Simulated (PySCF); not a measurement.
Computed shifts of a molecule C2H6BFO2, PySCF with PBE/pcSseg-1, GIAO, gas phase, equivalent atoms averaged, in ppm (number of nuclei): ¹³C: 81.5 (1), 56.3 (1). ¹⁹F: -319.5 (1). ¹H: 5.86 (1), 4.74 (2), 4.13 (3). References: ¹³C against TMS (σ = 182.0 ppm); ¹⁷O against H2O (σ = 334.3 ppm); ¹¹B against BF3 (σ = 83.9 ppm); ¹⁹F against CFCl3 (σ = 133.6 ppm); ¹H against TMS (σ = 31.49 ppm), references at their B3LYP-D3(BJ)/def2-TZVP geometries, non-relativistic. Coordinates come from a r2SCAN-D4/def2-SVP optimisation. One conformer was computed; it need not be the lowest.

Q: Pick the molecule that these values belong to.
(A) COB(F)OC
(B) OCCB(O)F
(C) OCB(F)CO
(D) COB(O)CF

A: D, COB(O)CF
